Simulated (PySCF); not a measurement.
C2BrClF2, SMILES F/C(Cl)=C(\F)Br. Coordinates come from a TPSSh-D3(BJ)/def2-SVP optimisation.

Task: Give the equilibrium geometry at TPSSh-D3(BJ)/def2-SVP (PySCF confirms it by a frequency run) as a Z-matrix, and its point group. (Estimate from the structure and the level; the computed values follow.)

Result: point group Cs.
```
C
F 1 1.3289
C 1 1.3447 2 119.89
F 3 1.3277 1 120.26 2 0.00
Cl 3 1.7115 4 114.78 1 180.00
Br 1 1.8672 2 115.25 3 180.00
```
Charge 0, spin multiplicity 1.
